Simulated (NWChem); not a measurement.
## An input for SiH2IF (SMILES F[SiH2]I)

SiH2IF: 5 atoms, total charge 0, spin state singlet. As SMILES, `F[SiH2]I`. The coordinates come from a PBE0-D4/def2-TZVP relaxation.

```xyz
5

F    -0.4171   -0.2532    1.5472
Si    0.1365   -0.1413    0.0583
I    -1.2299    1.4219   -1.1880
H     0.0401   -1.4721   -0.5739
H     1.5202    0.3710    0.1150
```

Settings wanted:

| Setting | Value |
| --- | --- |
| task | energy |
| method | DFT |
| functional | BP86 |
| dispersion | none |
| basis set | def2-TZVP |
| core potential | def2-TZVP |
| integral approximation | none |
| reference | RKS |
| relativity | none |
| integration grid | fine |
| SCF convergence threshold | 1e-08 |
| iteration cap | 100 |
| module | dft |

Problem. Give an NWChem 7.3.0 job that does this.

Solution. One that was run (others would do as well):

input.nw:
```
start input
title "FH2ISi"
memory total 2200 mb
charge 0
geometry units angstrom noautosym nocenter noautoz
  F       -0.417100      -0.253200       1.547200
  Si       0.136500      -0.141300       0.058300
  I       -1.229900       1.421900      -1.188000
  H        0.040100      -1.472100      -0.573900
  H        1.520200       0.371000       0.115000
end
basis spherical bse
  * library def2-TZVP
end
ecp bse
  I library def2-TZVP
end
dft
  xc becke88 perdew86
  grid fine
  convergence energy 1e-08
  maxiter 100
  mulliken
  print low
end
task dft energy
```

```bash
$ nwchem input.nw > input.out
```

Calculated total energy: -688.55780 Eh.
